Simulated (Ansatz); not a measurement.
GeAu₂⁻: single points at one geometry.

```yaml
crystal:
  periodic: [false, false, false]
  atoms:
    - {symbol: Au, position_ang: [-1.374762, 0.582292, -0.154513]}
    - {symbol: Au, position_ang: [0.354309, -0.903377, 1.119915]}
    - {symbol: Ge, position_ang: [1.020454, 0.321085, -0.965412]}
basis:
  gaussian: {orbitals: def2-TZVPD, initial_orbitals: start.molden}
total_charge: -1
magnetization: {spin_polarized: true, initial_magnetization: 3}
hamiltonian: {xc: {text: "exchange = 0.90*pbe_x + 0.10*exact_x\ncorrelation = pbe_c"}}
scf: {omitted_lower_state_checks: [starts]}
output: {orbitals: {seedname: orbitals}}
```

The file start.molden holds the orbitals of an earlier run on this structure, at another level or in another basis.

```sh
$ ansatz run in.yaml --threads 4 --pin off --events-out ev --progress --plain --max-ram 3916MiB
```

It prints (some lines left out):

```
Functional definition: unnamed
1142 factors; their error is unknown
mean field evaluation 1: about -63900.0423 eV, gradient 4.4e0 eV
mean field evaluation 2: about -63900.0941 eV, gradient 7.5e-2 eV
mean field evaluation 4: about -63900.2059 eV, gradient 2.7e-3 eV
mean field evaluation 8: about -63900.2059 eV, gradient 1.3e-5 eV
mean field -63900.20593239 eV, -2348.2892548999 hartree, gradient 1.3e-5 eV, S^2 3.761025; 0 other end points of the search recorded, 0 dependent functions left out
reference -63900.20596471 eV, -2348.2892560877 hartree; 37, 34 occupied and 103, 106 virtual orbitals, 1142 factors
Total energy: -63900.20596471 eV, -2348.2892560877 hartree
Checks for a lower state left out: starts
```

Run time 3.1 s (4 threads of AMD EPYC 7B13 on a shared host), peak host memory 0.56 GiB.

As the first input, with `hamiltonian: {xc: {text: "exchange = 0.95*pbe_x + 0.05*exact_x\ncorrelation = pbe_c"}}` (abridged; 3.8 s):

```
Functional definition: unnamed
mean field evaluation 16: about -63900.5137 eV, gradient 1.8e-6 eV
mean field -63900.51372428 eV, -2348.3005660435 hartree, gradient 1.8e-6 eV, S^2 3.759103
Total energy: -63900.51375825 eV, -2348.3005672920 hartree
Checks for a lower state left out: starts
```

As the first input, with `hamiltonian: {xc: pbe0, dispersion: d4}` (abridged; 9 s):

```
Functional definition: PBE0
mean field evaluation 16: about -63899.3535 eV, gradient 1.5e-5 eV
mean field -63899.35346236 eV, -2348.2579272044 hartree, gradient 9.7e-6 eV, S^2 3.767917
Total energy: -63899.47907163 eV, -2348.2625432600 hartree
Checks for a lower state left out: starts
```

The first input with `hamiltonian: {xc: {name: B3LYP}, dispersion: d4}` (abridged; 4.6 s):

```
Functional definition: B3LYP
mean field -63910.68163234 eV, -2348.6742297725 hartree, gradient 1.0e-5 eV, S^2 3.760177
Total energy: -63910.93261748 eV, -2348.6834533062 hartree
Checks for a lower state left out: starts
```

First input, but with `gaussian: {orbitals: def2-SVPD, initial_orbitals: start.molden}`, `correlation: {method: ccsd_t}`, `scf: {omitted_lower_state_checks: [starts, cluster_reference]}` and without the key `hamiltonian` (abridged; 29 s):

```
Functional definition: HF
mean field -63802.41577821 eV, -2344.6955330184 hartree, gradient 2.9e-6 eV, S^2 3.827610
9 core orbitals not correlated: weight in the atoms' cores, before any rotation towards them, 1.000 or more for the frozen orbitals, at most 0.000 for the correlated occupied ones
second order -26.59963237 eV of doubles, -0.00000000 eV of singles
cycle   1  -23.39057558 eV  change     3.2e0 eV  update   2.1e-1
cycle   2  -24.54271566 eV  change    -1.2e0 eV  update   7.4e-2
cycle   3  -24.74665843 eV  change   -2.0e-1 eV  update   4.6e-2
cycle   4  -24.72393719 eV  change    2.3e-2 eV  update   2.3e-2
cycle   5  -24.71336190 eV  change    1.1e-2 eV  update   1.5e-2
cycle   6  -24.73078665 eV  change   -1.7e-2 eV  update   1.0e-2
cycle   7  -24.73624667 eV  change   -5.5e-3 eV  update   7.7e-3
cycle   8  -24.73484555 eV  change    1.4e-3 eV  update   6.2e-3
cycle   9  -24.73780425 eV  change   -3.0e-3 eV  update   5.5e-3
cycle  10  -24.73940244 eV  change   -1.6e-3 eV  update   4.8e-3
[...]
cycle  12  -24.74645532 eV  change   -9.0e-3 eV  update   3.2e-3
cycle  13  -24.74389770 eV  change    2.6e-3 eV  update   2.2e-3
cycle  14  -24.74734964 eV  change   -3.5e-3 eV  update   1.4e-3
cycle  15  -24.74724912 eV  change    1.0e-4 eV  update   9.2e-4
cycle  16  -24.74644676 eV  change    8.0e-4 eV  update   5.3e-4
cycle  17  -24.74663856 eV  change   -1.9e-4 eV  update   3.1e-4
cycle  18  -24.74673956 eV  change   -1.0e-4 eV  update   1.7e-4
cycle  19  -24.74673865 eV  change    9.1e-7 eV  update   1.0e-4
cycle  20  -24.74682160 eV  change   -8.3e-5 eV  update   6.0e-5
cycle  21  -24.74683597 eV  change   -1.4e-5 eV  update   4.0e-5
cycle  22  -24.74684900 eV  change   -1.3e-5 eV  update   2.6e-5
perturbative correction -0.94005026 eV, -0.0345462098 hartree
Total energy: -63828.10267746 eV, -2345.6395091548 hartree
Checks for a lower state left out: starts, cluster_reference
```

The first input with `hamiltonian: {xc: pbe}`, `correlation: {method: rpa}` and without the key `output` (abridged; 4.3 s):

```
Functional definition: PBE
mean field -63900.83389026 eV, -2348.3123319261 hartree, gradient 4.9e-6 eV, S^2 3.757394
9 core orbitals not correlated: weight in the atoms' cores, before any rotation towards them, 1.000 or more for the frozen orbitals, at most 0.000 for the correlated occupied ones
Total energy: -63848.24061663 eV, -2346.3795647692 hartree
Checks for a lower state left out: starts
```

The first input with `hamiltonian: {xc: {text: "exchange = 0.65*pbe_x + 0.35*exact_x\ncorrelation = pbe_c"}}` (abridged; 7 s):

```
Functional definition: unnamed
mean field evaluation 16: about -63898.8419 eV, gradient 1.0e-5 eV
mean field -63898.84185042 eV, -2348.2391258122 hartree, gradient 9.9e-6 eV, S^2 3.773279
Total energy: -63898.84187411 eV, -2348.2391266830 hartree
Checks for a lower state left out: starts
```

Geometry: r2SCAN-D4/def2-TZVPD.

In the def2 sets Au takes a core potential; there is no spin–orbit coupling. B3LYP takes the VWN-RPA correlation. Correlated methods freeze 9 core orbitals; core or outer-core shells of Au, Ge are correlated, in sets that lack core-valence functions. At PBE with 10 % exact exchange/def2-TZVPD, PBE with 5 % exact exchange/def2-TZVPD, PBE0-D4/def2-TZVPD, B3LYP-D4/def2-TZVPD and others the highest occupied level of the charge -1 quartet lies above zero (up to 1.01 eV). It is a level of α spin, whose loss leaves a triplet; that state wasn't run at this geometry and level. The electron is either unbound and held by the finite basis, or the level is raised by self-interaction error. At PBE0-D4/def2-TZVPD a doublet of charge -1 lies 1.77 eV below the quartet, each at its own geometry. The structure comes from a short search, and lower isomers may exist.
